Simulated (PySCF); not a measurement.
# Simulated characterisation data

Computational details: shieldings: GIAO PBE0/pcSseg-1, GFN2-xTB geometry, in PySCF 2.14 (rapidly exchanging positions averaged, a single conformation, no relativistic terms, in vacuum).

Shifts are taken against calculated references (same method and geometry level): TMS for ¹H and ¹³C. Where no couplings were computed, multiplicities follow the n + 1 count of equivalent neighbours, and m marks all less simple cases (inequivalent or close neighbours, rings, F or P nearby). Acid and N–H amide carbonyl carbons lie up to 10 ppm further downfield in solution (hydrogen bonding). Shifts are as computed. Against solution values, carbons near 30 ppm lie about +3 ppm off and those near 130 ppm about +5 ppm. Of 1211 compounds with measured shifts, 218 miss one by over three times the rms of a fit or turn the order of signals round; such compounds aren't used in these exercises. OH and NH positions are gas-phase values without hydrogen bonding to other molecules.

**1.** `C1C=C(NC(C[SiH2]C)=O)C1`, C$_{7}$H$_{13}$NOSi. ¹H NMR (400 MHz, computed): δ 6.24 (br, 1H), 4.88 (t, 1H), 4.28 (m, 2H), 3.23 (m, 2H), 2.40 (m, 2H), 1.66 (t, 2H), 0.35 (t, 3H). ¹³C{¹H} NMR (computed): δ 170.9, 146.6, 106.2, 34.9, 27.6, 26.4, -8.5.

**2.** `C=C/C=C\C=C/O[SiH3]`, C$_{6}$H$_{10}$OSi. ¹H NMR (400 MHz, computed): δ 7.07 (m, 1H), 6.88 (m, 1H), 6.35 (d, 1H), 6.13 (m, 1H), 6.04 (m, 1H), 5.47 (m, 1H), 5.39 (m, 1H), 5.06 (s, 3H). ¹³C{¹H} NMR (computed): δ 147.2, 140.0, 134.1, 130.0, 123.5, 115.0.
